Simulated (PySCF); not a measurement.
# tetraethyl orthocarbonate: 4 charge schemes on one density

Species: tetraethyl orthocarbonate, C₉H₂₀O₄.
Cartesian coordinates in Å at the PBE0-D3(BJ)/def2-SVP level; atoms count from 1:
```xyz
33
C9H20O4 angstrom
C      3.5931    1.0019    0.3363
C      2.3620    0.7174   -0.4876
O      1.4120    0.0833    0.3478
C      0.1342   -0.0391   -0.1605
O     -0.6038   -0.7613    0.7544
C     -0.0723   -2.0158    1.1383
C     -1.1438   -2.7698    1.8858
O      0.2335   -0.6569   -1.3902
C     -0.8756   -0.6133   -2.2720
C     -2.0279   -1.5066   -1.8602
O     -0.4870    1.1773   -0.3350
C     -0.7549    1.9207    0.8402
C     -1.0892    3.3341    0.4328
H      4.0002    0.0710    0.7585
H      4.3714    1.4681   -0.2858
H      3.3617    1.6811    1.1704
H      2.5961    0.0632   -1.3435
H      1.9325    1.6496   -0.8947
H      0.2497   -2.5692    0.2395
H      0.8202   -1.8610    1.7669
H     -0.7543   -3.7342    2.2440
H     -1.4882   -2.1918    2.7565
H     -2.0131   -2.9644    1.2400
H     -1.2138    0.4283   -2.3847
H     -0.4659   -0.9404   -3.2395
H     -2.8011   -1.4998   -2.6442
H     -2.4812   -1.1634   -0.9206
H     -1.6911   -2.5457   -1.7224
H     -1.5892    1.4538    1.3891
H      0.1286    1.8949    1.5008
H     -0.2420    3.8046   -0.0883
H     -1.9563    3.3489   -0.2444
H     -1.3327    3.9404    1.3177
```

Density: PBE0/pcSseg-1 (PySCF); schemes: Mulliken, IAO, Hirshfeld and ESP-fitted. Isolated species at its PBE0-D3(BJ)/def2-SVP geometry (one conformer only).

Question: Atoms with like bonding are taken together and averaged. Which atoms carry the highest charge in the Mulliken, IAO, Hirshfeld and ESP-fitted schemes?

Answer: The schemes don't all agree: Mulliken C4 (+0.960); IAO C4 (+0.710); Hirshfeld C4 (+0.270); ESP-fitted C2/C6/C9/C12 (+0.356).

Question: For which atoms does the sign change between the 4 schemes (beyond +0.03 e in one, beyond −0.03 e in another)?

Answer: C2/C6/C9/C12 and C4.

Question: Give the atomic charges in each scheme.

Answer: In e; atoms taken as equivalent share a row and are averaged (×n: the atom named and its like, n in all):

```
         atom                               environment  Mulliken     IAO  Hirshfeld  ESP-fitted
C1/C7/C10/C13                             methyl carbon    -0.300  -0.416     -0.122      -0.420
 C2/C6/C9/C12                sp3 carbon bound to oxygen    +0.012  -0.047     -0.001      +0.356
 O3/O5/O8/O11                              ether oxygen    -0.539  -0.407     -0.131      -0.228
           C4  sp3 carbon bearing three or more oxygens    +0.960  +0.710     +0.270      -0.151
    H14 (×12)                           methyl hydrogen    +0.119  +0.142     +0.041      +0.108
     H17 (×8)                        methylene hydrogen    +0.115  +0.134     +0.031      +0.003
```

Mean size of the charges over all atoms: IAO 0.211 e, Mulliken 0.203 e, ESP-fitted 0.171 e, Hirshfeld 0.061 e. Each set sums to the total charge, 0, to within 0.001 e. The Hirshfeld scheme weights the molecular density at each point by an atom's share of the summed free-atom densities. The ESP scheme is a least-squares fit of atom-centred charges to the potential on four shells outside the van der Waals surface, with the total charge fixed.

Some averages cover members that differ in this geometry: C2/C6/C9/C12, ESP-fitted +0.213 to +0.432; C1/C7/C10/C13, ESP-fitted -0.530 to -0.312; O3/O5/O8/O11, ESP-fitted -0.301 to -0.159; H17 (×8), ESP-fitted -0.030 to +0.072 e.

Question: How closely do the schemes follow one another over all atoms?

Answer: Correlation coefficient and root-mean-square difference: IAO with Hirshfeld 0.99, 0.179 e; Mulliken with Hirshfeld 0.98, 0.206 e; Mulliken with IAO 0.96, 0.080 e; IAO with ESP-fitted 0.56, 0.230 e; Hirshfeld with ESP-fitted 0.54, 0.192 e; Mulliken with ESP-fitted 0.48, 0.267 e.

Question: Sum the charges by element.

Answer: 
```
element  atoms  Mulliken     IAO  Hirshfeld  ESP-fitted
      C      9    -0.193  -1.141     -0.219      -0.407
      O      4    -2.154  -1.628     -0.523      -0.913
      H     20    +2.347  +2.770     +0.742      +1.319
```

Question: How many electrons does the IAO scheme count on C13?

Answer: Its own charge is -0.413 e, so Z − q = 6.413.

The run behind these numbers computed NMR shieldings as well. Hardware: Intel Xeon 6975P-C, 2 threads, on a shared host. Cost: 51 s wall, 2.0 min CPU, 2.3 GiB resident at most.
